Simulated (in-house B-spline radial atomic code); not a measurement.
# KLI/ALDAx excitations of Kr⁸⁺

Method: KLI/ALDAx. Computed with an all-electron radial atomic-structure program (B-spline basis): linear response of the closed shell [Ar] 3d10 with the adiabatic LDA exchange kernel on the exchange-only KLI potential; non-relativistic, point nucleus, no spin-orbit coupling, no double excitations, S, P, D and F terms only. Only terms of natural parity with L up to 3 were computed.

Without relativity these are model numbers for so heavy an element.

Command:
```bash
python run_td.py task.json out
```
Settings (radii: box in bohr, nucleus in fm):
```
Z                        36
electrons                28
configuration            [Ar] 3d10
hamiltonian              nr
method                   kli
box_radius               11.59
intervals                73
```

Cost of the run: 1.7 s on 1 thread of Arm Neoverse N1, on a shared host.

The lowest states, in the order of their Tamm-Dancoff energies; the method's threshold (minus the highest occupied level) is 236.97 eV. Labels give the largest channel, * marks a mixed state, and oscillator strengths are full-response dipole values. Semilocal kernels can invert the small singlet-triplet splittings of Rydberg terms. Energies in eV:

```
     state  full response  Tamm-Dancoff  oscillator strength
3d → 4s 3D          88.60         88.61                    -
3d → 4s 1D          89.53         89.54                    -
3d → 4p 3P         106.54        106.56                    -
3d → 4p 3F              ?             ?                    -
3d → 4p 1F         107.72        107.72                    -
3d → 4p 1P         109.09        109.19                0.541
3d → 4d 3S         135.35        135.40                    -
3d → 4d 3D         137.08        137.09                    -
3d → 4d 1D         138.23        138.26                    -
3d → 4d 1S         146.25        147.31                    -
3d → 5s 3D         158.76        158.76                    -
3d → 5s 1D         159.03        159.04                    -
3d → 4f 3P              ?             ?                    -
3d → 4f 3F         163.79        163.80                    -
3d → 4f 1F         164.21        164.21                    -
3d → 5p 3P         166.12        166.12                    -
```

Task: Where does 3d → 4p 3F lie?

Result: At 106.96 eV in full response, 106.97 eV in Tamm-Dancoff.

Task: Where does 3d → 4f 3P lie?

Result: At 163.29 eV in full response, 163.30 eV in Tamm-Dancoff.

Task: How large is the singlet-triplet splitting of 3d → 4s (D terms) in Tamm-Dancoff?

Result: 0.93 eV, from the unrounded values.

Task: What polarisabilities and dispersion coefficient does the method give?

Result: Dipole 0.1996 bohr³, quadrupole 0.1302 bohr⁵, C6 0.2319 hartree·bohr⁶ for two such species.
